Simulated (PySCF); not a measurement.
## TDDFT excited states: C4H11BO

BEt2(OH), C4H11BO.
InChI=1S/C4H11BO/c1-3-5(6)4-2/h6H,3-4H2,1-2H3

Method: PySCF 2.14.0, density-fitted response routines, TDDFT PBE0/def2-SVPD, vertical, gas phase, core orbitals frozen in the response. Geometry: PBE0-D3(BJ)/def2-SVP, one conformer, isolated molecule.

```csv
state,E (eV),E (hartree),f,"main configurations (H = HOMO, L = LUMO)"
S1,6.57,0.2413,0.0016,H→L+1 (94%)
S2,6.97,0.2562,0.022,H→L (96%)
S3,7.74,0.2846,0.010,H→L+2 (97%)
S4,8.15,0.2995,0.0058,H-1→L+1 (86%)
S5,8.26,0.3037,0.0039,"H-1→L (57%), H→L+3 (19%), H→L+4 (11%)"
S6,8.37,0.3076,0.0036,"H→L+3 (77%), H-1→L (9%), H→L+4 (8%)"
S7,8.44,0.3100,0.0042,H-2→L+1 (86%)
S8,8.47,0.3112,0.038,"H→L+4 (68%), H-1→L (12%)"
S9,8.52,0.3132,0.0061,"H-2→L (70%), H-1→L (11%)"
S10,8.77,0.3223,0.0057,"H-3→L (52%), H-4→L (22%), H-2→L (10%)"
```

Triplets, Tamm–Dancoff:

```tsv
state	E (eV)	λ (nm)	main configurations (H = HOMO, L = LUMO)
T1	6.07	204.4	H→L+1 (92%)
T2	6.83	181.6	H→L (95%)
T3	7.46	166.1	H-1→L+1 (62%), H→L+2 (24%)
T4	7.67	161.6	H→L+2 (70%), H-1→L+1 (18%)
```

The lowest singlet lies at 6.57 eV (189 nm, vacuum ultraviolet) and is very weak; its leading configuration is HOMO→LUMO+1 (94%). The strongest level in the table is S8 at 8.47 eV (146 nm, f = 0.038). Löwdin shares by element: HOMO carbon 38% or more, boron 21%, oxygen 11% (atoms not listed hold the other 30%); LUMO boron 38%, hydrogen 18% or more, oxygen 17% (atoms not listed hold the other 27%). Of the 10 states listed, 3 reach f = 0.01 and none stays under 0.0005. The oscillator strengths of these states sum to 0.100; summed over the whole spectrum of an exact calculation they would give the number of electrons, 48 (Thomas–Reiche–Kuhn). The listed states span 2.20 eV, and the widest gap between neighbours is 0.77 eV (S2 to S3). Singlets were solved by full linear response, triplets in the Tamm–Dancoff approximation.

Without π bonds the low states are Rydberg-like; a valence basis with one diffuse set may place them up to an eV too high.
